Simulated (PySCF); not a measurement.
Ga(F)(Cl)(vinyl) (C₂H₃ClFGa), SMILES C=[CH][Ga]([F])[Cl]. Atoms are numbered in the order given.

```xyz
8

Ga    -0.1395    -0.2804     0.2405
F     -0.6275    -1.0991     1.7062
Cl     0.5731     1.7086     0.5511
C     -0.2092    -1.0566    -1.5167
C      0.2129    -0.3340    -2.5628
H     -0.5836    -2.0744    -1.6736
H      0.1974    -0.7294    -3.5862
H      0.5940     0.6874    -2.4422
```

The structure is a stationary point at ωB97X-D3(BJ)/def2-SVP. The structure was generated by enumeration; whether it is a known compound was not checked. One conformer was computed; it need not be the lowest.

Two levels are set side by side: PBE/pcSseg-1 (PySCF) and B3LYP/pcSseg-1 (PySCF). GIAO shifts against CFCl3 (¹⁹F), HCl (³⁵Cl), TMS (¹H), TMS (¹³C) at the same level; non-relativistic, no solvent, atoms listed together averaged. Without spin–orbit terms, shifts of atoms bonded to Cl or Br come out too high at both levels. Differences are taken from unrounded values.

```json
[
 {"quantity": "δ(¹⁹F) of F2 (ppm)", "B3LYP": "-132.7"},
 {"quantity": "δ(³⁵Cl) of Cl3 (ppm)", "B3LYP": "6.9"},
 {"quantity": "δ(¹³C) of C4 (ppm)", "B3LYP": "141.2"},
 {"quantity": "δ(¹³C) of C5 (ppm)", "B3LYP": "160.3"},
 {"quantity": "δ(¹H) of H6 (ppm)", "B3LYP": "6.52"}
]
```

What does PBE give, and how far is it from B3LYP? (Estimate from the structure and the level; the computed values follow.)


```tsv
quantity	PBE	PBE minus B3LYP
δ(¹⁹F) of F2 (ppm)	-131.2	1.4
δ(³⁵Cl) of Cl3 (ppm)	33.9	27.0
δ(¹³C) of C4 (ppm)	140.6	-0.5
δ(¹³C) of C5 (ppm)	158.1	-2.2
δ(¹H) of H6 (ppm)	6.62	0.10
```

Rough cost on one machine, each run with all the roots and properties that it gave: B3LYP against PBE within a factor of 2.
